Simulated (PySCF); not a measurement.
Br⁺: ionisation energy

Br⁺ [Ar] 3d10 4s2 4p4 (3P) → Br²⁺ [Ar] 3d10 4s2 4p3 (4S), as a difference of total energies. Calculation: PySCF 2.14, in aug-cc-pVQZ-DK (8s7p5d3f2g, 93 functions); scalar relativity by spin-free X2C-1e. Correlated levels: valence: [Ar] 3d10 frozen. The calculations carry no spin-orbit coupling.

```json
{"method": "UHF", "ionisation energy (eV)": "20.239"}
{"method": "LDA", "ionisation energy (eV)": "21.656"}
{"method": "PBE", "ionisation energy (eV)": "21.369"}
{"method": "PBE0", "ionisation energy (eV)": "21.381"}
{"method": "r2SCAN", "ionisation energy (eV)": "21.446"}
{"method": "LC-wPBE", "ionisation energy (eV)": "21.524"}
{"method": "wB97X-V", "ionisation energy (eV)": "21.524"}
{"method": "wB97X", "ionisation energy (eV)": "21.527"}
{"method": "revPBE", "ionisation energy (eV)": "21.294"}
{"method": "MP2 (valence)", "ionisation energy (eV)": "21.056"}
{"method": "SCS-MP2 (valence)", "ionisation energy (eV)": "21.149"}
```

Question: How much does correlation contribute at MP2 (valence)?

Answer: 21.056 − (20.239) = 0.817 eV, measured against UHF.

A first-order spin-orbit estimate (lowest level to lowest level, LS coupling) adds 0.170 eV.

Errors of the correlated levels include the incompleteness of this basis and the frozen core.

For comparison: 21.591 eV (measured; NIST Atomic Spectra Database, ionization energies).
